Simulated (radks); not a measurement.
Spherical quantum dot in the effective-mass picture: electrons in a hard-walled sphere of radius 2.86, all in effective atomic units (hartree* = m*/eps^2 hartree, bohr* = eps/m* bohr), one dielectric constant everywhere. Method: non-relativistic Kohn-Sham, r2SCAN, spin-polarised, spherical densities, generalised Kohn-Sham scheme; computed with a radial shooting solver with Libxc functionals. Levels are named by radial order and angular momentum (1s, 1p, 1d, 2s, ...), and open shells are averaged over m. Results are scaled to m* = 0.459 and eps = 5.2, for which hartree* = 461.9 meV and bohr* = 0.5995 nm.

N = 13, configuration 1s2 1p6 1d(up 5, down 0). This is the lowest configuration that the search found. Occupied and some empty levels:

| level | occupation | eigenvalue (meV) | <r> (nm) |
|---|---|---|---|
| 1s up | 1 | 2983.3 | 1.062 |
| 1s down | 1 | 3041.4 | 1.041 |
| 1p up | 3 | 3171.1 | 1.134 |
| 1p down | 3 | 3243.0 | 1.124 |
| 1d up | 5 | 3472.2 | 1.188 |
| 1d down | 0 | 3555.4 | 1.184 |
| 1f up | 0 | 3869.7 | 1.231 |
| 2s up | 0 | 3939.6 | 0.7847 |
| 1f down | 0 | 3961.4 | 1.230 |
| 2s down | 0 | 3981.1 | 0.8053 |
| 2p up | 0 | 4470.8 | 0.9045 |
| 2p down | 0 | 4518.0 | 0.9098 |

Energy (meV): total 25001.5, kinetic 9383.9, external 0, Hartree 18703, exchange-correlation -3085.4.

Electron density:

| r (nm) | n(r) (e/nm^3) |
|---|---|
| 0.0894 | 0.1523 |
| 0.175 | 0.1750 |
| 0.260 | 0.2139 |
| 0.346 | 0.2717 |
| 0.431 | 0.3510 |
| 0.517 | 0.4536 |
| 0.602 | 0.5789 |
| 0.688 | 0.7230 |
| 0.773 | 0.8756 |
| 0.858 | 1.025 |
| 0.944 | 1.149 |
| 1.03 | 1.224 |
| 1.11 | 1.227 |
| 1.20 | 1.141 |
| 1.29 | 0.9641 |
| 1.37 | 0.7197 |
| 1.46 | 0.4494 |
| 1.54 | 0.2119 |
| 1.63 | 0.05339 |
| 1.71 | 0.0001226 |
